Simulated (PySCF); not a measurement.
## Aluminium: a sound run and one with changed settings

Sound run: Al⁺ [Ne] 3s2, Al²⁺ [Ne] 3s1. All numbers are calculated (PySCF 2.14, no relativity, point nucleus, in 6-31G* (4s3p1d, 18 functions)). The sound run starts from symmetry-adapted Hartree-Fock orbitals and uses a fine grid where one is needed.

Changed run: radial step 0.8 in ln r (0.13 in the sound run). This setting is unsound on purpose.

| species | method | sound run (hartree) | changed run (hartree) | converged |
| --- | --- | --- | --- | --- |
| Al⁺ | UHF | -241.65205 | -241.65205 | yes |
| Al⁺ | M06-L | -242.11240 | -242.16950 | yes |
| Al⁺ | M06-2X | -242.10821 | -242.14389 | yes |
| Al²⁺ | UHF | -241.00702 | -241.00702 | yes |
| Al²⁺ | M06-L | -241.42454 | -241.43525 | yes |
| Al²⁺ | M06-2X | -241.40869 | -241.45258 | yes |

Ionisation energy of Al⁺:

```csv
method,sound run (eV),changed run (eV)
UHF,17.552,17.552
M06-L,18.718,19.980
M06-2X,19.035,18.811
```

A coarse radial grid mis-integrates the density and the exchange-correlation energy, with errors of either sign; Hartree-Fock needs no grid.

For comparison, NIST gives 18.829 eV between the lowest levels.
